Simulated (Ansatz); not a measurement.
CH6OSi2 can be A, `[SiH3][SiH]1CO1`, or B, `O=C[SiH2][SiH3]`.

Computed with Ansatz on PBE0-D4/def2-TZVP structures; ΔE is electronic, products minus reactants. CBS: MP2 limit from def2 TZ/QZ plus the TZ coupled-cluster correction, frozen cores. DFT in def2-TZVPP. B3LYP here is the variant with VWN-RPA as its local correlation; programs differ in this. One conformer a species, not always the lowest.

A:

```xyz
10

Si   -1.233    1.234    0.474
Si    0.692    0.200   -0.333
C     0.838   -1.606   -0.424
O     1.437   -0.888    0.699
H    -0.885    2.300    1.452
H    -1.975    1.849   -0.659
H    -2.085    0.212    1.133
H     1.612    1.041   -1.140
H     0.025   -2.266   -0.129
H     1.575   -2.077   -1.073
```

B:

```xyz
10

O     1.251    2.387    0.353
C     0.681    1.700   -0.455
Si   -0.776    0.527    0.015
Si    0.105   -1.622    0.323
H     1.017    1.710   -1.520
H    -1.745    0.511   -1.116
H    -1.423    1.038    1.249
H    -0.988   -2.588    0.614
H     1.069   -1.614    1.453
H     0.809   -2.049   -0.916
```

Task: Which isomer does CCSD(T)/CBS put lower? Give the gap. (Estimate.)

Result: Ansatz gave: A, by 7.3 kcal/mol.

Task: Give E(B) − E(A) in kcal/mol with MP2/def2-TZVPP, r2SCAN-D4, HF/def2-TZVPP, CCSD/def2-TZVPP, BLYP-D4, LDA (SPW92), B3LYP-D4. (Best estimate.)

Result: The calculation gave: MP2/def2-TZVPP 8.9, r2SCAN-D4 8.2, HF/def2-TZVPP 0.1, CCSD/def2-TZVPP 5.8, BLYP-D4 3.1, LDA (SPW92) 11.9, B3LYP-D4 4.5. None reverses the order clearly.

Task: Does the order hold for the free energy at 298.15 K (harmonic terms from PBE0-D4)? (Estimate.)

Result: Ansatz gave: Yes: G(B) − G(A) = +3.4 kcal/mol, for one conformer each. Modes under 60 cm⁻¹, often nearly free rotors, make the harmonic entropy too high.

Largest T1 diagnostic: 0.016.

Leaving LDA and LC-ωPBE aside and taking each functional with its dispersion term where it has one, the values, not all of them listed here, spread over 5.8 kcal/mol, from BLYP-D4 to PBE-QIDH. LDA lies +5.2 kcal/mol from PBE without D4. At CCSD(T), def2-SVP lies −9.9 kcal/mol from the extrapolated value and def2-TZVPP −1.2 kcal/mol.
